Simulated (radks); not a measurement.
The thulium anion Tm- inside a hard spherical wall (all orbitals vanish at R), configuration held at [Xe] 4f14 6s2 and not refilled when levels cross. All-electron calculation, scalar-relativistic Kohn-Sham, PBE, spin-polarised, spherical densities, point nucleus. Program: a radial shooting solver on a logarithmic mesh with Libxc functionals. Eigenvalues in eV for spin up, with the zero of energy where the potential of the charges vanishes at infinity; a dash marks a level that is unbound or too diffuse for the functional's potential to be trusted. A positive occupied level is held by the wall or, in an anion where self-interaction has pushed it up, behind a barrier. The pressure on the wall is -dE/dV.

R (bohr) = 12: E (hartree) -13567.4013; kinetic (hartree) 14748.957; e(5s) -45.982; e(5p) -19.881; e(6s) 0.699; e(6p, empty) -; e(5d, empty) -; e(4f) 4.922; pressure (GPa) 0.115
R (bohr) = 8: E (hartree) -13567.3331; kinetic (hartree) 14749.105; e(5s) -42.965; e(5p) -16.984; e(6s) 2.589; e(6p, empty) -; e(5d, empty) -; e(4f) 8.038; pressure (GPa) 1.46
R (bohr) = 6: E (hartree) -13567.1681; kinetic (hartree) 14749.558; e(5s) -39.642; e(5p) -13.826; e(6s) 5.857; e(6p, empty) 10.169; e(5d, empty) 9.849; e(4f) 11.478; pressure (GPa) 10.1
R (bohr) = 5: E (hartree) -13566.9229; kinetic (hartree) 14750.262; e(5s) -36.829; e(5p) -11.212; e(6s) 9.905; e(6p, empty) 16.110; e(5d, empty) 13.192; e(4f) 14.483; pressure (GPa) 35.0
R (bohr) = 3.5: E (hartree) -13565.4121; kinetic (hartree) 14755.270; e(5s) -27.744; e(5p) -2.652; e(6s) 29.939; e(6p, empty) 43.332; e(5d, empty) 25.406; e(4f) 24.880; pressure (GPa) 449
R (bohr) = 3: E (hartree) -13563.6003; kinetic (hartree) 14761.558; e(5s) -20.665; e(5p) 4.591; e(6s) 49.976; e(6p, empty) 68.308; e(5d, empty) 35.748; e(4f) 33.480; pressure (GPa) 1400
R (bohr) = 2.5: E (hartree) -13559.1253; kinetic (hartree) 14776.671; e(5s) -7.379; e(5p) 19.276; e(6s) 92.306; e(6p, empty) 118.04; e(5d, empty) 56.124; e(4f) 49.619; pressure (GPa) 5290
R (bohr) = 2: E (hartree) -13546.1849; kinetic (hartree) 14817.663; e(5s) 22.881; e(5p) 54.567; e(6s) 192.89; e(6p, empty) 230.32; e(5d, empty) 102.99; e(4f) 82.754; pressure (GPa) 25800
